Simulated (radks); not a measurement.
Question: The table gives one normalised radial function P(r) = r R(r) of Bi2+ in [Xe] 4f14 5d10 6s1.5 6p1.5 (r in bohr). All-electron calculation, scalar-relativistic Kohn-Sham, PBEsol, spin-polarised, spherical densities, finite nucleus; open shells are filled with parallel spins first (spin-orbit coupling, left out, can overturn this in heavy ions); Fermi nuclear charge, rms radius 5.5211 fm. Program: a radial shooting solver on a logarithmic mesh with Libxc functionals.

r	P
0.001111	0.0000
0.001294	0.0000
0.001494	0.0000
0.00174	0.0001
0.002025	0.0001
0.002358	0.0001
0.002745	0.0002
0.003195	0.0003
0.00372	0.0004
0.00433	0.0006
0.005041	0.0009
0.005869	0.0014
0.006778	0.0020
0.007891	0.0030
0.009186	0.0044
0.01069	0.0065
0.01245	0.0096
0.01449	0.0140
0.01687	0.0203
0.01964	0.0292
0.02287	0.0415
0.02662	0.0582
0.03099	0.0803
0.03579	0.1072
0.04167	0.1423
0.04851	0.1842
0.05647	0.2310
0.06574	0.2792
0.07653	0.3223
0.08909	0.3509
0.1037	0.3535
0.1207	0.3180
0.1406	0.2352
0.1623	0.1114
0.189	-0.0578
0.22	-0.2429
0.2561	-0.4070
0.2982	-0.5075
0.3471	-0.5074
0.4041	-0.3887
0.4704	-0.1600
0.5477	0.1428
0.6376	0.4649
0.7422	0.7470
0.8572	0.9325
0.9979	1.0169
1.162	0.9888
1.352	0.8730
1.574	0.7062
1.833	0.5248
2.134	0.3574
2.484	0.2211
2.892	0.1226
3.367	0.0598
3.888	0.0265
4.526	0.0095
5.269	0.0028
6.134	0.0007
7.141	0.0001
8.314	0.0000

Which n and l does it have? It may be an empty orbital.

Answer: n = 5, l = 2: the number of nodes gives n - l - 1 = 2, the rise at small r (about r^(l+1), flatter next to the nucleus through relativity) gives l, and the extent must fit the shell. The curve is that of 5d up; the table hardly tells the two spins apart. 5d up: eigenvalue -45.503 eV, 2 radial nodes at r = 0.180, 0.511 bohr, <r> = 1.23 bohr, 90 % of the charge inside 1.85 bohr.
